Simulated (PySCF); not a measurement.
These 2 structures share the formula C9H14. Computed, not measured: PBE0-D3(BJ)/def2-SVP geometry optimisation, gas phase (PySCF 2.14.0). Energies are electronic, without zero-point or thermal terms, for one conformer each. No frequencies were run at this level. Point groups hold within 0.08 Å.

Question: Order them by energy at this level, lowest first, and give relative energies in kJ/mol.
A. `[CH2:1]=[CH:2][C@@H:3]1[C@H:4]2[CH2:5][CH2:6][CH2:7][CH2:8][C@@H:9]12` with C1–C2–C3–C4 36°, C2–C3–C4–C5 140°, C3–C4–C5–C6 54°, C4–C5–C6–C7 49°, C5–C6–C7–C8 -65°
B. `[CH2:1]=[CH:2][C:3]([CH3:4])([CH:5]=[CH2:6])[CH:7]1[CH2:8][CH2:9]1` with C1–C2–C3–C4 129°, C2–C3–C5–C6 -122°, C2–C3–C7–C8 -89°

Answer: A (0.0), B (118.9).

As drawn, the higher has a quaternary carbon, which the lower lacks.

```json
{"SMILES": "C=C[C@@H]1[C@H]2CCCC[C@@H]12", "E (Eh)": "-350.69092", "E rel (kJ/mol)": "0.0", "dipole (D)": "0.80", "point group": "C1", "A, B, C (MHz)": "3520, 1081, 945.7"}
{"SMILES": "C=CC(C)(C=C)C1CC1", "E (Eh)": "-350.64563", "E rel (kJ/mol)": "118.9", "dipole (D)": "0.18", "point group": "C1", "A, B, C (MHz)": "1683, 1677, 1172"}
```
